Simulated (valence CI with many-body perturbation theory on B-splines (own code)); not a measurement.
**From CI to CI+MBPT in K5+**

Level of theory: configuration interaction combined with many-body perturbation theory (CI+MBPT): four valence electrons over a frozen Dirac-Fock core [Ne], a basis of 11 s, 11 p, 9 d, 7 f, 5 g, 2 h, 1 i functions for each j, with the one-electron correlation potential Σ1 (screened to all orders), the two-electron term Σ2, the three-electron term Σ3, Breit, model QED; selected single and double excitations, second order for the rest, scaled by the run's own slope (own B-spline code, finite nucleus).

Against 25 measured levels this calculation errs by 69 cm⁻¹ on average and by 276 at most. These come from a selection out of Sansonetti, J. Phys. Chem. Ref. Data 37, 7 (2008). Levels without a partner in it may be off by more.

Each rung adds one term. CI alone is the Dirac-Coulomb CI over the frozen core; QED comes last and gives the full result, which names the levels. Energies are above 3s2 3p2 3P_0 on the same rung, in cm⁻¹.

Names give the largest LS component (configuration and term), which can be under half, so a name can repeat, a term be missing and a line seem to break the LS rules; names also repeat where a configuration has a term twice.

```
          Level  CI alone    + Σ1    + Σ2    + Σ3  + Breit    Full
   3s2 3p2 3P_1      1151    1170    1176    1177     1131    1134
   3s2 3p2 3P_2      2990    3035    3046    3047     2924    2931
   3s2 3p2 1D_2     19305   19393   19218   19159    19053   19060
   3s2 3p2 1S_0     44007   44146   43770   43618    43524   43528
   3s 3p3 5S°_2     98844   98828   99872  100006    99939   99820
   3s 3p3 3D°_1    140295  140390  140802  140868   140788  140683
   3s 3p3 3D°_2    140358  140455  140863  140929   140844  140738
   3s 3p3 3D°_3    140592  140693  141101  141167   141046  140941
   3s 3p3 3P°_0    163487  163644  163659  163639   163557  163452
   3s 3p3 3P°_1    163518  163675  163691  163672   163573  163468
   3s 3p3 3P°_2    163522  163681  163697  163679   163573  163469
   3s 3p3 1D°_2    179140  179340  179024  179054   178879  178817
3s2 3p 3d 3F°_2    217855  218151  217755  217561   217370  217376
3s2 3p 3d 3F°_3    218919  219237  218841  218647   218399  218408
   3s 3p3 3S°_1    221860  222131  218879  218788   218720  218593
3s2 3p 3d 3F°_4    220389  220735  220340  220148   219827  219840
   3s 3p3 1P°_1    226417  226751  224498  224344   224207  224105
3s2 3p 3d 3P°_2    254503  254909  252909  252568   252367  252354
3s2 3p 3d 3P°_1    255590  256010  254095  253754   253516  253511
3s2 3p 3d 3P°_0    256105  256531  254627  254288   254046  254043
3s2 3p 3d 1D°_2    258909  259311  256430  256120   255903  255854
3s2 3p 3d 3D°_1    262770  263185  260696  260326   260112  260104
3s2 3p 3d 3D°_2    263217  263643  261158  260788   260544  260537
3s2 3p 3d 3D°_3    263532  263967  261474  261102   260829  260824
3s2 3p 3d 1F°_3    288375  288926  286623  286086   285810  285820
3s2 3p 3d 1P°_1    296604  297174  294815  294229   293993  293984
       3p4 3P_2    305156  305361  305305  305367   305262  305070
       3p4 3P_1    306895  307128  307094  307155   306984  306798
       3p4 3P_0    307599  307843  307813  307874   307681  307496
       3p4 1D_2    314222  314470  314388  314468   314317  314121
 3s 3p2 3d 5F_1    317942  318168  318736  318672   318519  318400
```

Task: How does the ionisation energy move along the ladder, and which term matters most?

Result: CI alone 99.273, + Σ1 99.677, + Σ2 99.529, + Σ3 99.475, + Breit 99.455, + QED 99.458 eV. The largest step is Σ1, 0.403 eV. NIST lists 99.44 ± 0.2 eV (semi-empirical).
